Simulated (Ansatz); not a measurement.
Consider the atomization: `F[SiH]1CS1` → C• + F• + 3 H• + S• + Si•.

Gas-phase electronic energies from Ansatz, PBE0-D4/def2-TZVP geometries. CCSD(T)/CBS adds triple-zeta CCSD(T) − MP2 to the extrapolated MP2 energy (def2 sets, frozen cores). This one scheme is used for every species, atoms too. Functionals use def2-TZVPP. No spin–orbit coupling; open shells (•) take unrestricted orbitals. Spin–orbit coupling would lower the free atoms: a little for C, F, S, Si.

```
          level  ΔE (kJ/mol)  difference from CCSD(T)/CBS
      r2SCAN-D4       2590.9                         12.0
        PBE0-D4       2573.4                         -5.5
       PBE-QIDH       2561.1                        -17.8
            PBE       2607.4                         28.5
           PBE0       2560.7                        -18.2
  HF/def2-TZVPP       1857.5                       -721.4
 MP2/def2-TZVPP       2564.1                        -14.8
CCSD/def2-TZVPP       2450.0                       -128.9
   HF/CBS(def2)       1864.3                       -714.6
  MP2/CBS(def2)       2646.7                         67.8
    CCSD(T)/CBS       2578.9                            0
```

Largest T1 diagnostic among the species: 0.012.

Leaving LDA and LC-ωPBE aside and taking each functional with its dispersion term where it has one, the values, not all of them listed here, spread over 145.0 kJ/mol, from BHLYP-D4 to PBE-D4. LDA lies +349.8 kJ/mol from PBE without D4, its usual overbinding. From r2SCAN to r2SCAN0 (25 % exact exchange), in def2-TZVPP and without D4, ΔE moves by −48.5 kJ/mol: exact exchange takes away binding that semilocal exchange gives to molecules. In def2-TZVPP, CCSD(T) changes the Hartree–Fock value by +638.8 kJ/mol (the triples alone add +46.3 kJ/mol) and MP2 by +706.6 kJ/mol; breaking electron pairs costs correlation energy, which Hartree–Fock lacks.

For atomizations the MP2-based limit and the directly extrapolated one differ by several kJ/mol either way, and by 10 to 25 for some Ge, Se and Sn compounds, so smaller differences from it don't rank the levels.
